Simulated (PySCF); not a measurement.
Some computed properties have been withheld. Give your best values.

Species: C₄H₁₂BNO.
SMILES: `CC[C@@H](C)OBN`

Conformer (atom-mapped SMILES and torsion angles): `[CH3:1][CH2:2][C@@H:3]([CH3:4])[O:5][BH:6][NH2:7]`: C1–C2–C3–C4 177°, C2–C3–O5–B6 154°, C3–O5–B6–N7 0°, H–N7–B6–O5 0°, H–N7–B6–O5 -178°.

```tsv
property	level	value
point group	PBE0-D3(BJ)/def2-SVP	?
rotational constants A, B, C	PBE0-D3(BJ)/def2-SVP	?
dipole moment	CAM-B3LYP/def2-SVPD	?
HOMO energy	CAM-B3LYP/def2-SVPD	?
LUMO energy	CAM-B3LYP/def2-SVPD	1.04 eV
lowest singlet excitation	TDDFT CAM-B3LYP/def2-SVPD	?
strongest line among the 6 lowest singlet transitions	TDDFT CAM-B3LYP/def2-SVPD	?
static isotropic polarisability	CAM-B3LYP/def2-SVPD	76.6 au
electronic spatial extent ⟨r²⟩ about the centre of nuclear charge	CAM-B3LYP/def2-SVPD	?
```

Electronic properties: PySCF, gas phase, density fitting. Geometry: PBE0-D3(BJ)/def2-SVP, one conformer, isolated molecule.

Task: What is the dipole moment?

Result: 2.43 D.

Task: What is the electronic spatial extent ⟨r²⟩ about the centre of nuclear charge?

Result: 961 bohr².

Task: What is the lowest singlet excitation?

Result: 7.04 eV (176 nm, f = 0.029).

Task: What is the HOMO energy?

Result: -9.16 eV.

Task: What is the point group?

Result: C1.

Task: Give the strongest line among the 6 lowest singlet transitions.

Result: S3 at 8.22 eV (151 nm, f = 0.075).

Task: The rotational constants A, B, C?

Result: 3.768, 1.725, 1.368 GHz.

The dipole equals about 8.1 × 10⁻³⁰ C·m (1 D = 3.33564 × 10⁻³⁰ C·m). With B = h/(8π²I), that is 505.379 GHz u Å² over I, the principal moments of inertia are 134.1, 293.1 and 369.3 u Å² (most abundant isotopes); the inertial defect Ic − Ia − Ib is -57.9 u Å² (zero for a rigid planar frame, negative otherwise). The polarisability is 11.36 Å³ as a volume (1 au = 0.148185 Å³), or 1.37 au for each of the 56 electrons.
